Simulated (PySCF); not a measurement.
NbOCl3, SMILES [Cl][Nb](=[O])([Cl])[Cl], multiplicity 1. The structure is a stationary point at PBE-D3(BJ)/def2-SVP. The spin state was assumed, not searched. The isomer is the one that the SMILES or the coordinates give; other isomers of the formula were not compared. The def2 effective core potentials stand for the cores of Nb; spin–orbit coupling is left out.

All values below come from PBE-D3(BJ)/def2-SVP in PySCF 2.14.0.

Harmonic wavenumbers (cm⁻¹): 101, 101, 124, 213, 213, 382, 436, 436, 1008. Rotational constants (GHz): 1.480, 1.480, 0.9921; symmetry number 3.

**Question.** Work out the zero-point energy and the ideal-gas rigid-rotor harmonic-oscillator thermochemistry at 298.15 K and 1 atm.

**Answer.** ZPE = ½ Σ hcν = ½ × 3014 cm⁻¹ = 18.03 kJ/mol. H − E(el) = 38.84 kJ/mol. Entropy in J/(mol K): translation 175.74, rotation 113.80, vibration 70.06, total 359.60. G − E(el) = -68.37 kJ/mol. Cp = 92.37 J/(mol K). Modes under 150 cm⁻¹ make the vibrational entropy uncertain.
